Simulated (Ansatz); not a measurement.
CrN(OH)3 (CrNO3H3), relaxed as a singlet with RKS B3LYP-D4/def2-SVP in Ansatz, starting from the GFN2-xTB geometry. Force threshold 0.02 eV/Å.

The restricted singlet is unstable towards broken spin symmetry in Hartree–Fock (as tested in another run); at B3LYP-D4/def2-SVP this wasn't settled.

Start:

| atom | x (Å) | y (Å) | z (Å) |
| --- | --- | --- | --- |
| Cr1 | 0.001 | -0.002 | 0.002 |
| N2 | -0.460 | 1.217 | -0.948 |
| O3 | -1.389 | -1.016 | 0.128 |
| H4 | -2.303 | -1.109 | -0.154 |
| O5 | 0.451 | 0.742 | 1.491 |
| H6 | 0.525 | 1.588 | 1.941 |
| O7 | 1.320 | -0.738 | -0.832 |
| H8 | 1.854 | -0.681 | -1.628 |

```json
{"step": "1", "energy (eV)": "-36092.7311", "largest force component (eV/Å)": "7.230", "SCF passes": "49"}
{"step": "2", "energy (eV)": "-36093.1563", "largest force component (eV/Å)": "3.957", "SCF passes": "37"}
{"step": "3", "energy (eV)": "-36093.4111", "largest force component (eV/Å)": "2.146", "SCF passes": "36"}
{"step": "4", "energy (eV)": "-36093.5141", "largest force component (eV/Å)": "0.401", "SCF passes": "37"}
{"step": "5", "energy (eV)": "-36093.5318", "largest force component (eV/Å)": "0.154", "SCF passes": "36"}
{"step": "6", "energy (eV)": "-36093.5358", "largest force component (eV/Å)": "0.029", "SCF passes": "37"}
{"step": "7", "energy (eV)": "-36093.5359", "largest force component (eV/Å)": "0.002", "SCF passes": "23"}
```

Force components are those of the run's own axes.

End:

```xyz
8

Cr    0.0116   -0.0305    0.0237
N    -0.4171    1.1031   -0.8578
O    -1.3516   -1.1060    0.1994
H    -2.1830   -0.8923   -0.2469
O     0.4865    0.6472    1.5603
H     0.4345    1.6045    1.6910
O     1.3520   -0.8286   -0.7586
H     1.6672   -0.4973   -1.6112
```

By distances, no bond broke or formed. The bond that changes most is Cr1–N2, from 1.61 to 1.50 Å (atoms count from 1).

No frequencies were taken in this run, so the end may be a saddle point.

Hardware: 4 threads of Arm Neoverse V2 on a shared host. Wall time 12 s.
